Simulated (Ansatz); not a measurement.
FGaH$_{7}$NSi$_{2}$, SMILES `[F][GaH][N]([SiH3])[SiH3]`. The species carries charge 0 and has multiplicity 1.

| atom | x (Å) | y (Å) | z (Å) |
| --- | --- | --- | --- |
| F1 | 1.027 | 2.131 | 1.863 |
| Ga2 | 0.763 | 0.396 | 1.753 |
| N3 | 0.047 | -0.013 | 0.120 |
| Si4 | -0.328 | -1.653 | -0.294 |
| Si5 | -0.259 | 1.262 | -1.029 |
| H6 | 1.131 | -0.516 | 2.939 |
| H7 | 0.039 | -2.511 | 0.867 |
| H8 | 0.436 | -2.105 | -1.487 |
| H9 | -1.777 | -1.827 | -0.581 |
| H10 | -1.235 | 2.249 | -0.502 |
| H11 | -0.833 | 0.618 | -2.244 |
| H12 | 0.990 | 1.970 | -1.406 |

What are the harmonic wavenumbers in cm⁻¹ at PBE0-D4/def2-TZVP (Ansatz, finite differences of forces, unscaled)? (Best estimate.)

Ansatz gave: 57, 95, 101, 123, 149, 166, 210, 423, 477, 572, 668, 673, 681, 690, 723, 937, 939, 943, 952, 956, 962, 995, 1001, 2078, 2206, 2210, 2215, 2221, 2233, 2234.

Is this a minimum?

Yes, all 30 modes are real.

Give the ideal-gas thermochemistry at 298.15 K and 1 bar (rigid rotor, harmonic oscillator; point group Cs, symmetry number 1).

Zero-point energy 172.8 kJ/mol; H(298) − E = 199.6 kJ/mol; entropy 403.7 J/(mol·K), of which translation 172.6, rotation 120.5, vibration 110.5; G(298) − E = 79.2 kJ/mol. Modes under 100 cm⁻¹ are hindered rotations or soft bends, so the harmonic entropy is rough.

And at 400, 500, 600, 800 and 1000 K?


```json
{"T (K)": "400", "H − E (kJ/mol)": "215.0", "S (J/mol/K)": "447.9", "G − E (kJ/mol)": "35.8"}
{"T (K)": "500", "H − E (kJ/mol)": "232.3", "S (J/mol/K)": "486.5", "G − E (kJ/mol)": "-10.9"}
{"T (K)": "600", "H − E (kJ/mol)": "251.4", "S (J/mol/K)": "521.3", "G − E (kJ/mol)": "-61.3"}
{"T (K)": "800", "H − E (kJ/mol)": "293.6", "S (J/mol/K)": "581.7", "G − E (kJ/mol)": "-171.8"}
{"T (K)": "1000", "H − E (kJ/mol)": "339.5", "S (J/mol/K)": "633.0", "G − E (kJ/mol)": "-293.4"}
```
